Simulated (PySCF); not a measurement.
C₅H₅F, SMILES FC(CC#C)=C.

Geometry: PBE0-D3(BJ)/def2-SVP. The structure was generated by enumeration, and PubChem lists no compound with its InChIKey, so it may never have been made. The values are those of a single conformer.

The numbers are results of PBE0-D3(BJ)/def2-SVP in PySCF, not measurements.

No scaling factor is applied to the harmonic values.

Question: List the normal modes with their intensities. (The exact figures need the calculation; the answer reports its results.)

Answer: 
| mode | ν (cm⁻¹) | IR (km/mol) | moving atoms (share of kinetic energy) |
|---|---|---|---|
| 1 | 72 | 0.4 | C 55 %, F 24 %, H 21 % |
| 2 | 141 | 0.7 | C 64 %, F 20 %, H 16 % |
| 3 | 345 | 7.7 | C 73 %, H 25 % |
| 4 | 368 | 1.5 | C 46 %, H 33 %, F 21 % |
| 5 | 406 | 1.3 | C 63 %, H 25 %, F 11 % |
| 6 | 476 | 7.8 | C 49 %, H 31 %, F 20 % |
| 7 | 650 | 13.5 | C 76 %, H 19 % |
| 8 | 697 | 39.0 | H 78 %, C 22 % |
| 9 | 714 | 33.6 | H 76 %, C 24 % |
| 10 | 751 | 0.0 | H 87 %, C 9 % |
| 11 | 874 | 51.1 | H 59 %, C 37 % |
| 12 | 884 | 22.2 | C 52 %, H 39 %, F 9 % |
| 13 | 931 | 3.3 | C 57 %, H 42 % |
| 14 | 964 | 30.6 | H 43 %, C 30 %, F 27 % |
| 15 | 1000 | 0.6 | C 65 %, H 35 % |
| 16 | 1198 | 8.2 | H 89 %, C 10 % |
| 17 | 1293 | 19.8 | H 59 %, C 39 % |
| 18 | 1365 | 86.0 | C 72 %, H 20 %, F 8 % |
| 19 | 1396 | 2.1 | H 82 %, C 17 % |
| 20 | 1417 | 13.5 | H 91 %, C 9 % |
| 21 | 1783 | 112.9 | C 92 % |
| 22 | 2256 | 2.0 | C 91 %, H 9 % |
| 23 | 3052 | 3.9 | H 94 % |
| 24 | 3130 | 1.4 | H 91 %, C 9 % |
| 25 | 3200 | 1.7 | H 94 % |
| 26 | 3311 | 0.0 | H 89 %, C 11 % |
| 27 | 3491 | 76.7 | H 85 %, C 15 % |
